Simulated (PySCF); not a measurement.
# Ionisation energy along the 13-electron series

Calculated with PySCF 2.14 and a two-component X2C-1e Hamiltonian (Gaussian nucleus, no Breit or QED terms), each ion in its own even-tempered basis scaled to its charge; GMP2 freezes 1s2 and drops the highest virtual spinors. Values in eV. NIST values: (m) measured, (s) semi-empirical, (t) theoretical.

```
  ion  configuration  GHF (spin-free)  GMP2 (spin-free)  GHF (screened spin-orbit)  GMP2 (screened spin-orbit)           NIST
Tl⁶⁸⁺   [Ne] 3s2 3p1           8019.6            8020.3                     8428.5                      8428.5  8420 ± 50 (t)
Pb⁶⁹⁺   [Ne] 3s2 3p1           8256.0            8256.6                     8690.7                      8690.6  8680 ± 50 (t)
Bi⁷⁰⁺   [Ne] 3s2 3p1           8496.3            8496.9                     8958.2                      8958.1  8950 ± 60 (t)
```

Between Z = 81 and Z = 83 the GMP2 (screened spin-orbit) value grows as Z to the power 2.50.
